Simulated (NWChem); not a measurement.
SnH₄O₂; SMILES [OH][SnH2][OH]

```xyz
7

Sn     0.0000     0.0000     0.2897
O      1.6077     0.0427    -0.8729
O     -1.6077    -0.0427    -0.8729
H      0.1140     1.4610     1.1622
H     -0.1140    -1.4610     1.1622
H      1.6830    -0.7465    -1.4216
H     -1.6830     0.7465    -1.4216
```
Atoms are numbered in this order, from 1.

Program: NWChem. All runs use the structure optimised with PBE0/def2-SVP. No frequency run checked for a minimum. def2 effective core potentials on Sn; no spin-orbit coupling. Ions are spin-unrestricted doublets at the neutral geometry; other ion states weren't tried.

**Question.** Predict the results for PBE/def2-SVP. Quantities: −ε(HOMO) (eV).

**Answer.** 
- −ε(HOMO) (eV): 6.45
